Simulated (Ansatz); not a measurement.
Mulliken charges of GeH4OZn (`[ZnH][O][GeH3]`) from ωB97M-V/def2-TZVPP in Ansatz (PBE0-D4/def2-TZVP geometry).

```
atom   x (Å)   y (Å)   z (Å)  charge (e)
 Zn1  -1.779  -1.006  -0.572       0.394
  O2  -0.379  -0.584   0.415      -0.563
 Ge3   0.991   0.517   0.383       0.285
  H4  -2.996  -1.419  -1.366      -0.062
  H5   1.165   1.123  -1.028      -0.022
  H6   0.745   1.648   1.401      -0.017
  H7   2.252  -0.280   0.767      -0.015
```

Q: By hand: the dipole of these point charges (1 e Å = 4.8032 D).

A: Σ q r = (-0.091, 0.119, -0.278) e Å, of length 0.316 e Å = 1.52 D.

Q: How does the dipole of the full density compare? (Best estimate.)

A: Ansatz gave: (-0.099, 0.028, -0.153) e Å, 0.89 D; the point charges give 1.71 times that, at 20° from its direction.

Point charges leave out the atoms' own dipoles, such as those of lone pairs, and Mulliken's split depends on the basis, so the two needn't agree.
